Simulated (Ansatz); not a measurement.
Rh5: single points at one geometry.

```yaml
crystal:
  periodic: [false, false, false]
  atoms:
    - {symbol: Rh, position_ang: [-0.577852, -0.891831, 1.041224]}
    - {symbol: Rh, position_ang: [-1.263057, 1.549437, 0.626951]}
    - {symbol: Rh, position_ang: [1.215017, 0.864577, 0.240794]}
    - {symbol: Rh, position_ang: [-0.712253, -0.051879, -1.304681]}
    - {symbol: Rh, position_ang: [1.338156, -1.470304, -0.604288]}
basis:
  gaussian: {orbitals: def2-TZVP, initial_orbitals: start.molden}
magnetization: {spin_polarized: true, initial_magnetization: 1}
correlation: {method: mp2}
scf: {omitted_lower_state_checks: [starts]}
output: {orbitals: {seedname: orbitals}}
```

The file start.molden holds the orbitals of an earlier run on this structure, at another level or in another basis.

```sh
$ ansatz run in.yaml --threads 4 --pin off --events-out ev --progress --plain --max-ram 4787MiB
```

It prints (some lines left out):

```
Functional definition: HF
1955 factors; integrals over basis functions are off by at most 1.9e-4 eV
mean field evaluation 1: about -14920.7782 eV, gradient 1.7e1 eV
mean field evaluation 2: about -14925.2242 eV, gradient 6.2e0 eV
mean field evaluation 4: about -14927.5475 eV, gradient 6.2e0 eV
mean field evaluation 8: about -14929.2978 eV, gradient 2.0e0 eV
mean field evaluation 16: about -14929.6135 eV, gradient 4.5e-1 eV
mean field evaluation 32: about -14929.7052 eV, gradient 3.5e-5 eV
mean field -14929.70523137 eV, -548.6565475350 hartree, gradient 3.4e-6 eV, S^2 6.081039; 0 other end points of the search recorded, 0 dependent functions left out
reference -14929.70523137 eV, -548.6565475350 hartree; 43, 42 occupied and 157, 158 virtual orbitals, 1955 factors
second order -60.03088757 eV of doubles, -0.00000000 eV of singles
Total energy: -14989.73611893 eV, -550.8626419627 hartree
Checks for a lower state left out: starts
```

Hardware: 4 threads of Arm Neoverse V2 on a shared host. Wall time 56 s, peak host memory 1.1 GiB.

The first input with `gaussian: {orbitals: def2-SVP, initial_orbitals: start.molden}`, `hamiltonian: {xc: pbe0, dispersion: d4}` and without the key `correlation` (abridged; 80 s):

```
Functional definition: PBE0
mean field -15036.05317696 eV, -552.5647624504 hartree, gradient 6.5e-6 eV, S^2 3.796086
Total energy: -15036.33164513 eV, -552.5749959670 hartree
Checks for a lower state left out: starts
```

As the first input, with `hamiltonian: {xc: {name: BHLYP}, dispersion: d4}` and without the key `correlation` (abridged; 2.4 min):

```
Functional definition: BHLYP
mean field evaluation 16: about -15024.1172 eV, gradient 1.8e-1 eV
mean field evaluation 32: about -15024.1272 eV, gradient 2.1e-5 eV
mean field -15024.12717704 eV, -552.1264900370 hartree, gradient 5.6e-6 eV, S^2 4.799123
Total energy: -15024.78854850 eV, -552.1507949898 hartree
Checks for a lower state left out: starts
```

As the first input, with `hamiltonian: {xc: pbe, dispersion: d4}`, `output: {forces: true, orbitals: {seedname: orbitals}}` and without the key `correlation` (abridged; 68 s):

```
Functional definition: PBE
mean field evaluation 16: about -15048.1103 eV, gradient 2.9e-1 eV
mean field evaluation 32: about -15048.1272 eV, gradient 2.2e-4 eV
mean field -15048.12719752 eV, -553.0084745221 hartree, gradient 1.2e-8 eV, S^2 1.938544
Total energy: -15048.45444029 eV, -553.0205004720 hartree
Atom 0 force     0.710290     0.779214    -0.372794 eV/Å
Atom 1 force     0.808541    -1.054601    -0.448183 eV/Å
Atom 2 force    -1.304496    -0.616011    -0.023490 eV/Å
Atom 3 force     0.716119     0.245673     0.645071 eV/Å
Atom 4 force    -0.930455     0.645725     0.199395 eV/Å
Dipole moment:     0.009530    -0.006497    -0.005290 e Å
Checks for a lower state left out: starts
```

As the first input, with `hamiltonian: {xc: pbe}`, `correlation: {method: rpa}` and without the key `output` (abridged; 55 s):

```
Functional definition: PBE
mean field evaluation 16: about -15048.0513 eV, gradient 5.7e-1 eV
mean field evaluation 32: about -15048.1272 eV, gradient 2.5e-3 eV
mean field -15048.12719390 eV, -553.0084743890 hartree, gradient 1.6e-6 eV, S^2 1.938544
Total energy: -15012.73954069 eV, -551.7080021200 hartree
Checks for a lower state left out: starts
```

As the first input, with `hamiltonian: {xc: {name: LC-wPBE}}` and without the key `correlation` (abridged; 1.7 min):

```
Functional definition: LC-wPBE
mean field evaluation 16: about -15041.5034 eV, gradient 4.6e-2 eV
mean field evaluation 32: about -15041.5059 eV, gradient 7.9e-6 eV
mean field -15041.50590703 eV, -552.7651465846 hartree, gradient 7.9e-6 eV, S^2 4.397995
Total energy: -15041.50590704 eV, -552.7651465849 hartree
Checks for a lower state left out: starts
```

The first input with `gaussian: {orbitals: def2-SVP, initial_orbitals: start.molden}`, `hamiltonian: {xc: pbe, dispersion: d4}` and without the key `correlation` (abridged; 45 s):

```
Functional definition: PBE
mean field evaluation 16: about -15043.8854 eV, gradient 8.7e-1 eV
mean field evaluation 32: about -15043.9152 eV, gradient 2.1e-5 eV
mean field -15043.91517917 eV, -552.8536857027 hartree, gradient 2.8e-6 eV, S^2 1.930394
Total energy: -15044.24241869 eV, -552.8657115332 hartree
Checks for a lower state left out: starts
```

Geometry: PBE0-D4/def2-SVP.

In the def2 sets Rh takes a core potential; there is no spin–orbit coupling. LC-ωPBE has ω = 0.4 bohr⁻¹. Correlated methods freeze no core orbitals; core or outer-core shells of Rh are correlated, in sets that lack core-valence functions. At MP2/def2-TZVP, PBE0-D4/def2-SVP, BHLYP-D4/def2-TZVP, PBE-D4/def2-TZVP and others the charge 0 doublet is spin-contaminated (final ⟨S²⟩ up to 6.08, 0.75 for a pure state). The structure comes from a short search, and lower isomers may exist.
